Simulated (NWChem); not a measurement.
System: iminoborane (BNH$_{2}$); SMILES B=N

NWChem input:

```
start job
memory heap 200 mb stack 900 mb global 1100 mb
geometry units angstroms noautosym nocenter noautoz
  B      0.000052     0.686737     0.000000
  N      0.000249    -0.545904     0.000000
  H     -0.000152     1.858300     0.000000
  H      0.003187    -1.537450     0.000000
end
basis spherical
  * library cc-pvdz
end
dft
  xc pbe0
  iterations 150
end
property
  shielding
end
task dft property
```

NWChem printed, in part:

```
             Northwest Computational Chemistry Package (NWChem) 7.3.0
             --------------------------------------------------------

                             Geometry "geometry" -> ""
                             -------------------------

 Output coordinates in angstroms (scale by  1.889725989 to convert to a.u.)

  No.       Tag          Charge          X              Y              Z
 ---- ---------------- ---------- -------------- -------------- --------------
    1 B                    5.0000     0.00005200     0.68673700     0.00000000
    2 N                    7.0000     0.00024900    -0.54590400     0.00000000
    3 H                    1.0000    -0.00015200     1.85830000     0.00000000
    4 H                    1.0000     0.00318700    -1.53745000     0.00000000

 Effective nuclear repulsion energy (a.u.)      23.9060235376

                              NWChem Property Module
                              ----------------------

  itol2e modified to match energy
  convergence criterion.

                                 NWChem DFT Module
                                 -----------------

 Summary of "ao basis" -> "ao basis" (spherical)
 ------------------------------------------------------------------------------
       Tag                 Description            Shells   Functions and Types
 ---------------- ------------------------------  ------  ---------------------
 B                          cc-pvdz                  6       14   3s2p1d
 N                          cc-pvdz                  6       14   3s2p1d
 H                          cc-pvdz                  3        5   2s1p

  itol2e modified to match energy
  convergence criterion.

            General Information
            -------------------
          SCF calculation type: DFT
          Wavefunction type:  closed shell.
          No. of atoms     :     4
          No. of electrons :    14
           Alpha electrons :     7
            Beta electrons :     7
          Charge           :     0
          Spin multiplicity:     1
          Use of symmetry is: off; symmetry adaption is: off
          Maximum number of iterations: 150
          AO basis - number of functions:    38
                     number of shells:    18
          Convergence on energy requested:  1.00D-07
          Convergence on density requested:  1.00D-05
          Convergence on gradient requested:  5.00D-04

              XC Information
              --------------
                         PBE0 Method XC Functional
                     Hartree-Fock (Exact) Exchange  0.250
          PerdewBurkeErnzerhof Exchange Functional  0.750
            Perdew 1991 LDA Correlation Functional  1.000 local
           PerdewBurkeErnz. Correlation Functional  1.000 non-local

             Grid Information
             ----------------
          Grid used for XC integration:  fine
          Radial quadrature: Mura-Knowles
          Angular quadrature: Lebedev.
          Tag              B.-S. Rad. Rad. Pts. Rad. Cut. Ang. Pts.
          ---              ---------- --------- --------- ---------
          B                   0.85       70           8.0       590
          N                   0.65       70           8.0       590
          H                   0.35       60          10.0       590
          Grid pruning is: on
          Number of quadrature shells:   260
          Spatial weights used:  Erf1

      Superposition of Atomic Density Guess
      -------------------------------------

 Sum of atomic energies:         -79.83152785

      Non-variational initial energy
      ------------------------------

 Total energy =     -80.533748
 1-e energy   =    -153.638306
 2-e energy   =      49.198534
 HOMO         =      -0.409456
 LUMO         =       0.071043

   convergence    iter        energy       DeltaE   RMS-Dens  Diis-err
 ---------------- ----- ----------------- --------- --------- ---------
 d= 0,ls=0.0,diis     1    -80.6309441436 -1.05D+02  2.49D-02  4.95D-01
 d= 0,ls=0.0,diis     2    -80.4609935375  1.70D-01  1.66D-02  1.89D+00
 d= 0,ls=0.0,diis     3    -80.6968788537 -2.36D-01  1.82D-03  1.37D-02
 d= 0,ls=0.0,diis     4    -80.6986214356 -1.74D-03  4.40D-04  6.18D-04
 d= 0,ls=0.0,diis     5    -80.6987031615 -8.17D-05  8.71D-05  1.76D-05
  Resetting Diis
 d= 0,ls=0.0,diis     6    -80.6987057478 -2.59D-06  1.33D-05  7.81D-07
 d= 0,ls=0.0,diis     7    -80.6987058621 -1.14D-07  2.10D-06  5.00D-09
 d= 0,ls=0.0,diis     8    -80.6987058608  1.33D-09  1.49D-06  1.61D-08

         Total DFT energy =      -80.698705860758
      One electron energy =     -155.639549513579
           Coulomb energy =       62.629949155771
    Exchange-Corr. energy =      -11.595129040506
 Nuclear repulsion energy =       23.906023537557

 Numeric. integr. density =       13.999999960025

                       DFT Final Molecular Orbital Analysis
                       ------------------------------------

 Vector    5  Occ=2.000000D+00  E=-4.509218D-01
              MO Center= -6.8D-06,  1.4D+00, -7.1D-11, r^2= 1.0D+00
   Bfn.  Coefficient  Atom+Function         Bfn.  Coefficient  Atom+Function
  ----- ------------  ---------------      ----- ------------  ---------------
    29      0.421715  3 H  s                  5      0.381358  1 B  py
     2      0.161662  1 B  s                 30      0.144385  3 H  s
    19     -0.143159  2 N  py                 3      0.114528  1 B  s
     8      0.101633  1 B  py                34      0.094311  4 H  s
    35      0.067552  4 H  s                 16     -0.054013  2 N  s

 Vector    6  Occ=2.000000D+00  E=-3.079367D-01
              MO Center= -8.7D-05, -2.3D-01,  1.4D-08, r^2= 1.1D+00
   Bfn.  Coefficient  Atom+Function         Bfn.  Coefficient  Atom+Function
  ----- ------------  ---------------      ----- ------------  ---------------
    18      0.511336  2 N  px                21      0.347976  2 N  px
     4      0.311555  1 B  px                 7      0.145365  1 B  px
    10     -0.035353  1 B  d -2              36      0.027451  4 H  px

 Vector    7  Occ=2.000000D+00  E=-3.079366D-01
              MO Center=  2.4D-04, -2.3D-01, -1.4D-08, r^2= 1.1D+00
   Bfn.  Coefficient  Atom+Function         Bfn.  Coefficient  Atom+Function
  ----- ------------  ---------------      ----- ------------  ---------------
    20      0.511337  2 N  pz                23      0.347977  2 N  pz
     6      0.311555  1 B  pz                 9      0.145365  1 B  pz
    11     -0.035353  1 B  d -1              38      0.027452  4 H  pz

 Vector    8  Occ=0.000000D+00  E= 4.769976D-02
              MO Center= -1.4D-03,  5.7D-01, -2.5D-08, r^2= 2.5D+00
   Bfn.  Coefficient  Atom+Function         Bfn.  Coefficient  Atom+Function
  ----- ------------  ---------------      ----- ------------  ---------------
     7      0.739552  1 B  px                21     -0.502579  2 N  px
     4      0.444982  1 B  px                18     -0.346020  2 N  px
    10      0.043272  1 B  d -2              31      0.035753  3 H  px
    36     -0.026337  4 H  px

 Vector    9  Occ=0.000000D+00  E= 4.770057D-02
              MO Center=  9.1D-05,  5.7D-01,  2.5D-08, r^2= 2.5D+00
   Bfn.  Coefficient  Atom+Function         Bfn.  Coefficient  Atom+Function
  ----- ------------  ---------------      ----- ------------  ---------------
     9      0.739557  1 B  pz                23     -0.502587  2 N  pz
     6      0.444982  1 B  pz                20     -0.346025  2 N  pz
    11      0.043272  1 B  d -1              33      0.035753  3 H  pz
    38     -0.026338  4 H  pz

 Vector   10  Occ=0.000000D+00  E= 8.543268D-02
              MO Center=  4.2D-03, -5.5D-01, -3.0D-10, r^2= 4.8D+00
   Bfn.  Coefficient  Atom+Function         Bfn.  Coefficient  Atom+Function
  ----- ------------  ---------------      ----- ------------  ---------------
     3      1.322002  1 B  s                 17     -1.161956  2 N  s
    35      1.165182  4 H  s                 30     -1.113268  3 H  s
     8      0.278894  1 B  py                22      0.221217  2 N  py
    29     -0.200347  3 H  s                 16     -0.182806  2 N  s
    34      0.145681  4 H  s                  2      0.117063  1 B  s

     Multipole analysis of the density
     ---------------------------------

     L   x y z        total         alpha         beta         nuclear
     -   - - -        -----         -----         ----         -------
     0   0 0 0     -0.000000     -7.000000     -7.000000     14.000000

     1   1 0 0      0.001614     -0.003953     -0.003953      0.009520
     1   0 1 0     -0.119906      0.003157      0.003157     -0.126220
     1   0 0 1      0.000000      0.000000      0.000000      0.000000

     2   2 0 0     -9.537610     -4.768824     -4.768824      0.000038
     2   1 1 0     -0.006714      0.007276      0.007276     -0.021267
     2   1 0 1     -0.000000     -0.000000     -0.000000      0.000000
     2   0 2 0     -5.821549    -21.232384    -21.232384     36.643220
     2   0 1 1      0.000000      0.000000      0.000000      0.000000
     2   0 0 2     -9.537627     -4.768813     -4.768813      0.000000

          -----------------------------------------
          Chemical Shielding Tensors (GIAO, in ppm)
          -----------------------------------------

                                NWChem CPHF Module
                                ------------------

  scftype          =     RHF
  nclosed          =        7
  nopen            =        0
  variables        =      217
  # of vectors     =        3
  tolerance        = 0.10D-03
  level shift      = 0.00D+00
  max iterations   =       50
  max subspace     =       30

 SCF residual:    1.5594940811603695E-005

Iterative solution of linear equations
  No. of variables      217
  No. of equations        3
  Maximum subspace       30
        Iterations       50
       Convergence  1.0D-04

   iter   nsub   residual    time
   ----  ------  --------  ---------
     1      3    4.10D-01       3.4
     2      6    9.96D-03       3.9
     3      9    5.67D-04       4.4
     4     12    1.77D-05       4.9

      Atom:    1  B
        Diamagnetic
    213.1234     -0.0087     -0.0000
     -0.0087    217.3066     -0.0000
     -0.0000     -0.0000    213.1234

        Paramagnetic
   -143.7857     -0.1373      0.0000
     -0.1373     -0.0002     -0.0000
      0.0000     -0.0000   -143.7862

        Total Shielding Tensor
     69.3377     -0.1460      0.0000
     -0.1460    217.3064     -0.0000
      0.0000     -0.0000     69.3372

           isotropic =     118.6604
          anisotropy =     147.9692

          Principal Components and Axis System
                 1           2           3
              217.3065     69.3375     69.3372

      1        -0.0010      1.0000     -0.0000
      2         1.0000      0.0010     -0.0000
      3        -0.0000      0.0000      1.0000

      Atom:    2  N
        Diamagnetic
    300.2683     -0.0559      0.0000
     -0.0559    345.4109     -0.0000
      0.0000     -0.0000    300.2682

        Paramagnetic
   -207.2450      0.1561      0.0000
      0.1561      0.0005     -0.0000
      0.0000     -0.0000   -207.2417

        Total Shielding Tensor
     93.0234      0.1002      0.0000
      0.1002    345.4113     -0.0000
      0.0000     -0.0000     93.0265

           isotropic =     177.1537
          anisotropy =     252.3865

          Principal Components and Axis System
                 1           2           3
              345.4114     93.0265     93.0233

      1         0.0004      0.0000      1.0000
      2         1.0000     -0.0000     -0.0004
      3        -0.0000      1.0000     -0.0000

      Atom:    3  H
        Diamagnetic
     27.7032     -0.0031     -0.0000
     -0.0031     36.2266     -0.0000
     -0.0000     -0.0000     27.7032

        Paramagnetic
     -1.2550     -0.0080     -0.0000
     -0.0080     -0.0000     -0.0000
     -0.0000     -0.0000     -1.2550

        Total Shielding Tensor
     26.4482     -0.0111     -0.0000
     -0.0111     36.2266     -0.0000
     -0.0000     -0.0000     26.4482

           isotropic =      29.7077
          anisotropy =       9.7784

          Principal Components and Axis System
                 1           2           3
               36.2266     26.4482     26.4482

      1        -0.0011      1.0000      0.0000
      2         1.0000      0.0011      0.0000
      3        -0.0000     -0.0000      1.0000

      Atom:    4  H
        Diamagnetic
     23.1496     -0.0520      0.0000
     -0.0520     44.0294     -0.0000
      0.0000     -0.0000     23.1494

        Paramagnetic
      0.0689      0.0271     -0.0000
      0.0271      0.0000      0.0000
     -0.0000      0.0000      0.0691

        Total Shielding Tensor
     23.2185     -0.0249     -0.0000
     -0.0249     44.0294     -0.0000
     -0.0000     -0.0000     23.2185

           isotropic =      30.1555
          anisotropy =      20.8110

          Principal Components and Axis System
                 1           2           3
               44.0295     23.2185     23.2184

      1        -0.0012     -0.0000      1.0000
      2         1.0000     -0.0000      0.0012
      3        -0.0000      1.0000      0.0000
```

Level: PBE0/cc-pVDZ, GIAO. All runs use the structure optimised with PBE0-D3(BJ)/def2-TZVP. The printed shielding anisotropy is the first printed principal value minus the mean of the other two.
